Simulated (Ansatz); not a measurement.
Geometry optimisation, DFT r2SCAN-D3(BJ), scalar-relativistic, plane waves, PAW in Ansatz.

Input:

```yaml
accuracy: low
crystal:
  lattice:
    - [8.531601, 0.0, 0.0]
    - [0.0, 8.531601, 0.0]
    - [0.0, 0.0, 8.531601]
  atoms:
    - { symbol: C, position: [0.4094114, 0.4633549, 0.5825992] }
    - { symbol: H, position: [0.4370814, 0.5128419, 0.4681525] }
    - { symbol: H, position: [0.5100135, 0.397766, 0.6260728] }
    - { symbol: H, position: [0.3089648, 0.3851803, 0.5720229] }
    - { symbol: H, position: [0.3815859, 0.5576314, 0.6641487] }
    - { symbol: C, position: [0.625726, 0.1292134, 0.3555969] }
    - { symbol: H, position: [0.7365453, 0.1817066, 0.3198731] }
    - { symbol: H, position: [0.5361986, 0.219966, 0.363437] }
    - { symbol: H, position: [0.6398535, 0.0733855, 0.4695982] }
    - { symbol: H, position: [0.5903065, 0.0417956, 0.2694794] }
    - { symbol: C, position: [0.3723871, 0.2023782, 0.0102015] }
    - { symbol: H, position: [0.4930202, 0.2416647, -0.0045247] }
    - { symbol: H, position: [0.371238, 0.0774544, 0.0367605] }
    - { symbol: H, position: [0.307246, 0.2235872, -0.0975921] }
    - { symbol: H, position: [0.3180441, 0.2668064, 0.1061624] }
    - { symbol: B, position: [0.6178846, 0.8503718, 0.97045] }
    - { symbol: F, position: [0.522174, 0.7286736, 0.9760041] }
    - { symbol: F, position: [0.7646653, 0.835708, 1.017802] }
    - { symbol: F, position: [0.5668144, 0.9867339, 0.9175438] }
    - { symbol: B, position: [0.9630008, 0.4986565, 0.4295547] }
    - { symbol: F, position: [1.0861935, 0.5724119, 0.4877399] }
    - { symbol: F, position: [0.9562718, 0.4666484, 0.2781214] }
    - { symbol: F, position: [0.8465372, 0.456909, 0.5228027] }
    - { symbol: B, position: [0.8073287, 0.9330416, 0.6164007] }
    - { symbol: F, position: [0.8350524, 1.0841408, 0.5963448] }
    - { symbol: F, position: [0.9232151, 0.8308486, 0.6050531] }
    - { symbol: F, position: [0.6637187, 0.8841354, 0.6478041] }
    - { symbol: B, position: [0.1599705, 0.9468302, 0.2685692] }
    - { symbol: F, position: [0.1235367, 0.8000035, 0.3019801] }
    - { symbol: F, position: [0.0807956, 1.0234238, 0.1596354] }
    - { symbol: F, position: [0.2755794, 1.0170635, 0.3440921] }
    - { symbol: B, position: [0.9747497, 0.3742231, 0.8604044] }
    - { symbol: F, position: [0.9220563, 0.5048045, 0.7958001] }
    - { symbol: F, position: [1.1173536, 0.3235039, 0.827336] }
    - { symbol: F, position: [0.8848392, 0.2943609, 0.9580771] }
    - { symbol: B, position: [0.6431608, 0.5477757, 0.1763359] }
    - { symbol: F, position: [0.7568332, 0.4619049, 0.115454] }
    - { symbol: F, position: [0.6759318, 0.6839153, 0.2426223] }
    - { symbol: F, position: [0.4967174, 0.4975069, 0.1709314] }
basis:
  ecutwfc: 500.0
kpoints:
  mp_grid: { grid: [1, 1, 1] }
hamiltonian:
  xc: r2scan
  dispersion: d3bj
scf:
  occupations: { method: fermi_dirac, width: 0.05 }
  lower_state_search: "off"
relax:
  f_tol: 0.3
  max_steps: 15
  adjacent_minimum: "off"
```

Command:

```bash
$ ansatz run input.yaml --threads 2 --pin off --max-ram 5120MiB --backend cpu --events-out ev --progress --plain --runs-dir out
```

Task: Where does it end, and by what steps?

Result: The forces met the threshold. The threshold is loose, so the end isn't yet a minimum. The force dipped under the threshold on the way, but the program's further checks kept it going. Limits of this set-up: coarse k mesh, low accuracy level. After 9 steps the energy has fallen by 1.861 eV; F26 moved furthest, 1.06 Å.

```json
{"step": "0", "energy less start (eV)": "0.0000", "largest force component (eV/Å)": "1.852", "accepted": "yes"}
{"step": "1", "energy less start (eV)": "-0.7959", "largest force component (eV/Å)": "0.699", "accepted": "yes"}
{"step": "2", "energy less start (eV)": "-1.1814", "largest force component (eV/Å)": "0.509", "accepted": "yes"}
{"step": "3", "energy less start (eV)": "-1.4066", "largest force component (eV/Å)": "0.646", "accepted": "yes"}
{"step": "4", "energy less start (eV)": "-1.5932", "largest force component (eV/Å)": "0.207", "accepted": "yes"}
{"step": "5", "energy less start (eV)": "-1.5932", "largest force component (eV/Å)": "0.207", "accepted": "yes"}
{"step": "6", "energy less start (eV)": "-1.6637", "largest force component (eV/Å)": "0.766", "accepted": "yes"}
{"step": "7", "energy less start (eV)": "-1.7416", "largest force component (eV/Å)": "0.410", "accepted": "yes"}
{"step": "8", "energy less start (eV)": "-1.8015", "largest force component (eV/Å)": "0.438", "accepted": "yes"}
{"step": "9", "energy less start (eV)": "-1.8611", "largest force component (eV/Å)": "0.054", "accepted": "yes"}
```

```xyz
39
Lattice="8.5316 0.0000 0.0000 0.0000 8.5316 0.0000 0.0000 0.0000 8.5316" Properties=species:S:1:pos:R:3
C 3.827 3.841 5.408
H 3.802 4.530 4.566
H 4.852 3.537 5.611
H 3.225 2.965 5.174
H 3.413 4.335 6.284
C 5.177 1.088 2.947
H 6.196 1.431 2.780
H 4.485 1.888 2.693
H 5.026 0.820 3.992
H 4.960 0.228 2.316
C 2.886 1.853 0.144
H 3.891 2.267 0.167
H 2.945 0.788 0.360
H 2.458 1.995 -0.844
H 2.269 2.351 0.888
B 5.870 7.386 8.132
F 5.015 6.399 8.341
F 7.157 7.154 8.210
F 5.416 8.585 7.875
B 8.582 4.117 3.457
F 9.465 4.795 4.145
F 8.884 3.632 2.277
F 7.379 3.911 3.956
B 7.160 7.794 5.002
F 7.386 9.018 5.405
F 7.950 7.232 4.112
F 6.158 7.106 5.506
B 0.992 8.044 2.237
F 1.051 6.807 1.799
F 0.041 8.849 1.821
F 1.907 8.494 3.067
B 7.869 3.153 7.118
F 7.326 4.347 7.045
F 8.907 2.868 6.360
F 7.385 2.249 7.930
B 5.222 4.928 1.873
F 5.958 4.040 1.250
F 5.802 5.968 2.445
F 3.925 4.773 1.967
```

Whether the end is a true minimum wasn't checked by a vibrational analysis.

Time of the run: 2.8 min on 2 threads of Intel(R) Xeon(R) Processor @ 2.70GHz (shared host), peak memory 1 GiB.
